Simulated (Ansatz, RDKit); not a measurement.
Two conformers of CH3FOSi (SMILES CO[Si]F), B3LYP-D3(BJ)/def2-TZVP minima.
Conformer 1 (charge 0, multiplicity 1):
```xyz
7

C     -0.7414     0.3682     0.1315
O     -0.0925    -0.8703     0.4169
Si     1.4310    -1.4098     0.1857
F      2.1586    -0.1276    -0.5108
H     -0.0551     1.0756    -0.3346
H     -1.1207     0.7869     1.0637
H     -1.5800     0.1770    -0.5382
```
Conformer 2 (charge 0, multiplicity 1):
```xyz
7

C     -0.95686     0.15981    -0.03156
O      0.43759     0.26184     0.23401
Si     1.59715    -0.78021    -0.28418
F      2.89409    -0.07056     0.36651
H     -1.28315     1.05696    -0.55790
H     -1.49303     0.08902     0.91494
H     -1.19579    -0.71685    -0.64182
```

No zero-point or thermal terms.

Frozen-core correlation.

Programs: Ansatz (a first-principles code) with Gaussian orbitals; RDKit for the force fields. 

Q: One of these levels gives 71.2 meV for the electronic energy of conformer 2 less that of conformer 1. Name it.
(A) MMFF94
(B) UFF
(C) r2SCAN/def2-TZVPP
(D) CCSD/cc-pV(D+d)Z

A: C, r2SCAN/def2-TZVPP. The others give 191.5 (MMFF94), 1.5 (UFF), 109.7 (CCSD/cc-pV(D+d)Z)
